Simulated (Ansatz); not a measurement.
Problem. Predict a relaxed structure of (HCd-mu-F)2 (Cd2H2F2), charge 0, singlet, at PBE0-D4/def2-SVP (Ansatz).

Solution. 
Cartesian coordinates in Å:
```
Cd 0.996 1.211 -0.632
H 1.975 2.394 -1.254
F -0.756 0.072 -1.052
Cd -0.996 -1.210 0.633
H -1.971 -2.400 1.250
F 0.752 -0.067 1.055
```
Point group D2h (tolerance 0.1 Å). This is one stationary point.

In the def2 sets Cd takes a core potential; there is no spin–orbit coupling.
